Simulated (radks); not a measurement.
Values are calculated unless marked as measured or tabulated.
Problem. The table gives one normalised radial function P(r) = r R(r) of Sn in [Kr] 4d10 5s2 5p2 (r in bohr). Code: a radial shooting solver on a logarithmic mesh with Libxc functionals. Model: scalar-relativistic Kohn-Sham, PBE, spin-polarised, spherical densities, finite nucleus; open shells are filled with parallel spins first (spin-orbit coupling, left out, can overturn this in heavy ions); Fermi nuclear charge, rms radius 4.6519 fm.

r,P
0.001564,0.0255
0.002103,0.0326
0.002827,0.0413
0.003801,0.0515
0.005111,0.0631
0.006871,0.0750
0.009238,0.0856
0.01242,0.0919
0.0167,0.0892
0.02245,0.0717
0.03019,0.0342
0.04058,-0.0242
0.05456,-0.0929
0.07336,-0.1443
0.09863,-0.1371
0.1326,-0.0415
0.1783,0.1150
0.2397,0.2226
0.3223,0.1504
0.4333,-0.1029
0.5779,-0.3252
0.7769,-0.2747
1.045,0.0866
1.404,0.5072
1.888,0.7219
2.539,0.6583
3.413,0.4205
4.589,0.1834
6.169,0.0521
8.295,0.0087
11.15,0.0007

Which n and l does it have? It may be an empty orbital.

Solution. n = 5, l = 0: the number of nodes gives n - l - 1 = 4, the rise at small r (about r^(l+1), flatter next to the nucleus through relativity) gives l, and the extent must fit the shell. The curve is that of 5s up; the table hardly tells the two spins apart. 5s up: eigenvalue -10.970 eV, 4 radial nodes at r = 0.0363, 0.144, 0.389, 0.985 bohr, <r> = 2.41 bohr, 90 % of the charge inside 3.57 bohr.
